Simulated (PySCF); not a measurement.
This PySCF input (M06-2X/def2-TZVP) gives -396.05671 Eh with 68 basis functions.

```python
import numpy as np, basis_set_exchange as bse
from pyscf import gto, scf, dft, df

basis = {'N': gto.basis.parse(bse.get_basis('def2-TZVP', elements=['N'], fmt='nwchem')), 'P': gto.basis.parse(bse.get_basis('def2-TZVP', elements=['P'], fmt='nwchem'))}
mol = gto.M(
    atom='''
    N    -0.00000000   -0.00000000   -1.01096879
    P     0.00000000    0.00000000    0.47178544
    ''',
    basis=basis,
    charge=0,
    verbose=4,
    max_memory=1839,
)
mf = dft.RKS(mol, xc='m062x')
mf = mf.density_fit(auxbasis=df.autoaux(mol))
mf.conv_tol = 1e-9
mf.max_cycle = 100
mf.grids.level = 2
print('smallest overlap eigenvalue', np.linalg.eigvalsh(mol.intor('int1e_ovlp'))[0])
mf.kernel()
dip = mf.dip_moment()
```

Change:
```diff
- mf.grids.level = 2
+ mf.grids.level = 7
```

Task: What does the run give now?

Result: -396.05678 Eh (M06-2X/def2-TZVP, 68 functions), a change of -0.07 mEh.
